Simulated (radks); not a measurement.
Question: Valence configurations of Se II (all share [Ar]). Method: scalar-relativistic Kohn-Sham, PBE, spin-unpolarised, spherical densities, finite nucleus; Fermi nuclear charge, rms radius 4.14 fm; computed with a radial shooting solver on a logarithmic mesh with Libxc functionals. Order these by energy: 3d8.5 4s1 4p5.5; 3d9 4s2 4p4; 3d10 4s2 4p3; 3d9.5 4s2 4p3.5; 3d9.5 4p5.5; 3d7 4s2 4p6; 3d8 4s2 4p5; 3d10 4s1 4p4.

Answer: From the lowest, in eV above it: 3d10 4s2 4p3 0.000; 3d10 4s1 4p4 11.537; 3d9.5 4s2 4p3.5 25.348; 3d9.5 4p5.5 49.481; 3d9 4s2 4p4 53.246; 3d8.5 4s1 4p5.5 96.615; 3d8 4s2 4p5 116.96; 3d7 4s2 4p6 191.64. NIST lists [Ar] 3d10 4s2 4p3 as the ground configuration; this level of theory agrees among the configurations tried. The energies are those of spherical spin-averaged densities, not of single terms.
